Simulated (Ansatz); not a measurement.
`OB(O)[SiH2]F` + `C[SiH2]O` → `C[SiH2]O[SiH2]F` + `OBO`  (cleavage of the Si–B bond)

Calculated with Ansatz (gas phase, PBE0-D4/def2-TZVP geometries, no zero-point term in ΔE). CCSD(T)/CBS is the MP2 limit (def2-TZVPP, def2-QZVPP) plus CCSD(T) − MP2 in def2-TZVPP, frozen cores. This one scheme is used for every species. Functionals use def2-TZVPP. One conformer a species, not always the lowest.

| level | ΔE (kJ/mol) |
| --- | --- |
| r2SCAN-D4 | -162.7 |
| HF/def2-TZVPP | -190.8 |
| SCS-MP2/def2-QZVPP | -177.0 |
| HF/CBS(def2) | -193.8 |

Problem. What does CCSD(T)/CBS give? (Best estimate.)

Solution. Computed: -167.9 kJ/mol. The listed levels differ from it by 5.2, -22.9, -9.1, -25.9 kJ/mol.

Largest T1 diagnostic among the species: 0.013.

From PBE to PBE0 (25 % exact exchange), in def2-TZVPP and without D4, ΔE moves by −10.5 kJ/mol. In def2-TZVPP, CCSD(T) changes the Hartree–Fock value by +23.7 kJ/mol (the triples alone add +3.3 kJ/mol) and MP2 by +16.7 kJ/mol.
